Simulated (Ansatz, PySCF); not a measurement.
C4H7ClSi, SMILES C([SiH3])(C)=C=CCl.

Geometry: B3LYP-D3(BJ)/def2-SVP. The structure was generated by enumeration, and PubChem lists no compound with its InChIKey, so it may never have been made.

Vertical ionisation energy (IE) and electron affinity (EA) in eV. Rows of orbital energies are one-electron estimates. Where ΔSCF, EOM or ADC give a negative EA the extra electron is unbound and the value depends on the basis.

```
level                                                                       IE     EA
------------------------------------------------------------------------  ----  -----
−ε(HOMO), −ε(LUMO), M06-2X/def2-TZVP (PySCF)                              8.24   0.04
−ε(HOMO), −ε(LUMO), PBE/def2-TZVP (PySCF)                                 5.95   1.92
ΔSCF, CAM-B3LYP/def2-SVPD (Ansatz), final states of multiplicity 2 and 2  9.15  -0.69
ΔSCF, PBE/def2-SVPD (Ansatz), final states of multiplicity 2 and 2         ___    ___
```

Question: Some entries are withheld; supply them. (An estimate is asked for; the answer gives what the named calculation found.)

Answer: 
- ΔSCF, PBE/def2-SVPD (Ansatz, an electronic-structure program), final states of multiplicity 2 and 2, IE: 8.82
- ΔSCF, PBE/def2-SVPD (Ansatz), final states of multiplicity 2 and 2, EA: -0.47

Question: What vertical singlet–triplet gap does ΔSCF give with CAM-B3LYP/def2-SVPD (Ansatz) and with PBE/def2-SVPD (Ansatz)? (Estimate from the structure and the level; the computed values follow.)

Answer: 4.20 and 3.88 eV (triplet above singlet where positive).
